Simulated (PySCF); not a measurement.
Cd(iPr)(GeH3), SMILES C[CH](C)[Cd][GeH3], GFN2-xTB optimised geometry.

```
15

Cd    -0.28    -1.15     0.00
C      1.92    -1.15     0.00
C      2.28    -0.19     1.14
C      2.34    -0.54    -1.34
H      2.46    -2.09     0.15
H      3.35     0.07     1.11
H      1.72     0.76     1.05
H      2.07    -0.63     2.11
H      2.16    -1.24    -2.16
H      3.40    -0.29    -1.35
H      1.78     0.39    -1.54
Ge    -1.85     0.94     0.00
H     -1.90     1.79     1.27
H     -1.52     2.09    -0.96
H     -3.35     0.94    -0.25
```

Density from PySCF with PBE0/def2-TZVP, def2 effective core potentials past Kr at that geometry. The core electrons that the potentials of Cd replace are not part of the density.

Minimum of the electron density along straight lines between bonded atoms, close to the bond critical point (lines longer than 1.1 times the sum of covalent radii, or with two minima, are not listed):

```tsv
bond	length / Å	ρ at the minimum / e bohr⁻³	∇²ρ there / e bohr⁻⁵	position (fraction from the first atom)
Cd1–C2	2.207	0.087	…	0.52
C2–C3	1.530	0.242	-0.58	0.50
C2–C4	1.530	0.242	-0.58	0.50
C2–H5	1.094	0.277	-0.94	0.64
C3–H6	1.094	0.274	-0.92	0.64
C3–H7	1.100	0.272	-0.91	0.64
C3–H8	1.095	0.275	-0.93	0.64
C4–H9	1.094	0.276	-0.94	0.64
C4–H10	1.095	0.274	-0.92	0.64
C4–H11	1.100	0.272	-0.91	0.64
Cd1–Ge12	2.613	…	…	0.49
Ge12–H13	1.528	0.131	0.08	0.59
Ge12–H14	1.529	0.131	0.08	0.59
Ge12–H15	1.520	0.133	0.09	0.59
```

Task: Fill in the missing entries.

Result: 
- Cd1–C2, ∇²ρ there / e bohr⁻⁵: 0.16
- Cd1–Ge12, ρ at the minimum / e bohr⁻³: 0.060
- Cd1–Ge12, ∇²ρ there / e bohr⁻⁵: 0.03
